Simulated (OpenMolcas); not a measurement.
# Co VI: effect of the active space

| Property | Result |
| --- | --- |
| Program | OpenMolcas 26.06 |
| Method | CASSCF |
| Basis | ANO-RCC-VTZP |
| Scalar Hamiltonian | DKH2, point nucleus |
| Spin-orbit coupling | state interaction with AMFI integrals over the reference wave functions, term energies averaged over their components |

A. 4 electrons in 5 orbitals (3d); 2S+1 = 5 even, 5 roots; 2S+1 = 3 even, 45 roots; 2S+1 = 1 even, 50 roots; cost of the order of 18 core-seconds
B. 4 electrons in 10 orbitals (3d 4d); 2S+1 = 5 even, 5 roots; 2S+1 = 3 even, 45 roots; 2S+1 = 1 even, 44 roots; cost about 90 core-seconds

Energies in cm⁻¹ above 3d⁴ ⁵D₀, the measured ground level; measured values from Sugar and Corliss, J. Phys. Chem. Ref. Data 10, 1097 (1981).

```tsv
Level	A	B	Measured
3d⁴ ⁵D₀	0.0	0.0	0.0
3d⁴ ⁵D₁	217	218	204
3d⁴ ⁵D₂	636	639	589
3d⁴ ⁵D₃	1231	1238	1125
3d⁴ ⁵D₄	1977	1989	1782
3d⁴ ³H₄	30771	30361	28377
3d⁴ ³H₅	31235	30843	28806
3d⁴ ³H₆	31735	31364	29234
3d⁴ ³P₀(1)	32571	32108	27166
3d⁴ ³P₁(1)	33850	33389	28462
3d⁴ ³F₂(1)	35509	35066	30555
3d⁴ ³F₃(1)	35581	35142	30635
3d⁴ ³F₄(1)	35796	35377	30817
3d⁴ ³P₂(1)	36035	35577	30506
3d⁴ ³G₃	38892	38357	34026
3d⁴ ³G₄	39419	38901	34475
3d⁴ ³G₅	39803	39299	34855
3d⁴ ¹I₆	46488	46091	42800
3d⁴ ¹G₄(1)	49171	48676	41926
3d⁴ ³D₃	50041	49524	41676
3d⁴ ³D₂	50203	49683	41856
3d⁴ ³D₁	50423	49885	42098
3d⁴ ¹F₃	69773	69135	59930
3d⁴ ³F₄(2)	82200	80842	70798
```

Deviations, from unrounded energies. A percentage is the sum of absolute deviations over the sum of measured energies, with the sign that they share, or ± where signs differ.

```
                        Against measurement  Levels      A      B
             mean absolute deviation (cm-1)      23   4800   4400
      fine structure of the ground term (%)       4   +9.8  +10.4
other terms of the ground configuration (%)      19  +15.6  +14.2
```

B lies closest to measurement on these levels. The largest miss of B in the table is 3d⁴ ³F₄(2), by +10000 cm-1. The ranking rests on the paired levels alone, and a cruder setting can come out closer through cancelling errors.

The spin-orbit steps hold different terms of 3d⁴ (B lacks a ¹D, a ¹S), which shifts levels as well.

Between A and B the level of the table that moves most is 3d⁴ ³F₄(2), by 1400 cm-1 (lowest in B, highest in A).

Without dynamic correlation excited terms often stand tens of per cent too high (terms of higher spin than the ground term too low), and those without a measured partner can miss by more than the paired ones. Active for correlation alone: 4d; no level in the range computed is led by a configuration that fills it, so any true level of that kind is missing (holds for B). Measured partners are found by configuration, term and J. A level has none where our copy of the source lacks it or the pairing is in doubt (some pairs that miss far off the trend of their configuration count as doubtful), and it then counts in no deviation. Levels of configurations outside the active space are missing. The table leaves out levels that lie high or whose names do not pair safely across all columns.

A number in round brackets counts repeated terms of one configuration in the order of the reference energies.
